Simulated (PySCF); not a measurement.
From one molecule to another.

First species: C6H12NP.
Z-matrix (Å and degrees, GFN2-xTB geometry), rows numbered from 1:
```
N 
P   1  1.5538
C   2  1.8232  1  111.31
C   3  1.5365  2  104.66  1   161.45
C   4  1.5378  3  108.19  2     3.69
C   5  1.5390  4  110.49  3    71.55
C   6  1.5337  5  108.18  4   -72.04
C   5  1.5230  4  105.72  3   -42.55
H   1  1.0102  2  116.04  3   175.85
H   3  1.0912  2  109.69  1   -76.86
H   3  1.0907  2  108.53  1    40.45
H   4  1.0920  3  110.23  2  -115.42
H   4  1.0909  3  111.57  2   125.24
H   5  1.0930  4  110.64  3  -165.90
H   6  1.0905  5  110.19  4    50.09
H   6  1.0917  5  109.07  4   167.97
H   7  1.0921  2  109.16  1    66.93
H   7  1.0926  2  110.20  1   -50.84
H   8  1.0904  2  111.77  1   -51.68
H   8  1.0901  2  114.00  1    73.05
```

Second species: C4H12OSi.
Bonds: C1–O2, O2–Si3, Si3–C4, Si3–C5, Si3–C6. Hydrogens: H7, H8, H9 on C1; H10, H11, H12 on C4; H13, H14, H15 on C5; H16, H17, H18 on C6.

Levels: PBE0/pcSseg-1 for HOMO energy, LUMO energy and HOMO–LUMO gap. Geometries: GFN2-xTB. All species are isolated and taken at one optimised geometry, non-relativistic unless stated; the electronic structure was computed with PySCF and density fitting.

The conformers computed, where there is a choice (atom-mapped SMILES and torsion angles):
- `[CH3:1][O:2][Si:3]([CH3:4])([CH3:5])[CH3:6]`: C1–O2–Si3–C4 -61°

The conformers of `N=[P@]12CC[C@H](CC1)C2` aren't listed.

Values for the first species:

- HOMO energy: -6.15 eV
- LUMO energy: 0.92 eV
- HOMO–LUMO gap: 7.07 eV

**Question.** Estimate the same properties for the second species, and the change in each.

**Answer.** 
| property | first | second | second less first |
| --- | --- | --- | --- |
| HOMO energy | -6.15 eV | -7.62 eV | -1.47 eV |
| LUMO energy | 0.92 eV | 1.15 eV | +0.23 eV |
| HOMO–LUMO gap | 7.07 eV | 8.77 eV | +1.70 eV |

